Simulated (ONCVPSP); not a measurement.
**u(r) = r·R(r): atom against pseudo-atom (H)**

Columns: radius, all-electron u(r) and pseudo u(r) of the 1s shell (level -12.42 eV) of hydrogen in the configuration 1s0.5; PBEsol, non-relativistic, ONCV scheme, ONCVPSP 4.0.1.

```json
{"r (bohr)": "0.053", "all-electron": "0.1063", "pseudo": "0.0878"}
{"r (bohr)": "0.105", "all-electron": "0.1998", "pseudo": "0.1723"}
{"r (bohr)": "0.158", "all-electron": "0.2849", "pseudo": "0.2552"}
{"r (bohr)": "0.210", "all-electron": "0.3591", "pseudo": "0.3319"}
{"r (bohr)": "0.262", "all-electron": "0.4248", "pseudo": "0.4031"}
{"r (bohr)": "0.315", "all-electron": "0.4836", "pseudo": "0.4689"}
{"r (bohr)": "0.368", "all-electron": "0.5350", "pseudo": "0.5275"}
{"r (bohr)": "0.420", "all-electron": "0.5787", "pseudo": "0.5776"}
{"r (bohr)": "0.473", "all-electron": "0.6169", "pseudo": "0.6212"}
{"r (bohr)": "0.525", "all-electron": "0.6488", "pseudo": "0.6568"}
{"r (bohr)": "0.578", "all-electron": "0.6762", "pseudo": "0.6863"}
{"r (bohr)": "0.630", "all-electron": "0.6982", "pseudo": "0.7089"}
{"r (bohr)": "0.683", "all-electron": "0.7164", "pseudo": "0.7263"}
{"r (bohr)": "0.735", "all-electron": "0.7303", "pseudo": "0.7385"}
{"r (bohr)": "0.788", "all-electron": "0.7409", "pseudo": "0.7469"}
{"r (bohr)": "0.840", "all-electron": "0.7481", "pseudo": "0.7519"}
{"r (bohr)": "0.893", "all-electron": "0.7525", "pseudo": "0.7544"}
{"r (bohr)": "0.945", "all-electron": "0.7542", "pseudo": "0.7549"}
{"r (bohr)": "0.998", "all-electron": "0.7535", "pseudo": "0.7536"}
{"r (bohr)": "1.050", "all-electron": "0.7508", "pseudo": "0.7508"}
{"r (bohr)": "1.102", "all-electron": "0.7462", "pseudo": "0.7462"}
{"r (bohr)": "1.155", "all-electron": "0.7398", "pseudo": "0.7398"}
{"r (bohr)": "1.208", "all-electron": "0.7319", "pseudo": "0.7319"}
{"r (bohr)": "1.260", "all-electron": "0.7228", "pseudo": "0.7228"}
{"r (bohr)": "1.313", "all-electron": "0.7124", "pseudo": "0.7124"}
{"r (bohr)": "1.365", "all-electron": "0.7012", "pseudo": "0.7012"}
```

(1) How many radial nodes do the two functions have?

(2) At about which radius was the pseudo-wave matched?

(3) Is the pseudo-wave norm-conserving?

Results:

(1) The all-electron 1s function has n − l − 1 = 0; the pseudo-wave has 0.

(2) 1.05 bohr, where the columns begin to agree (steps of 0.05 bohr).

(3) Yes: the ONCV scheme keeps the norm inside the radius equal to the all-electron one, which fixes the energy derivative of the logarithmic derivative at the level.
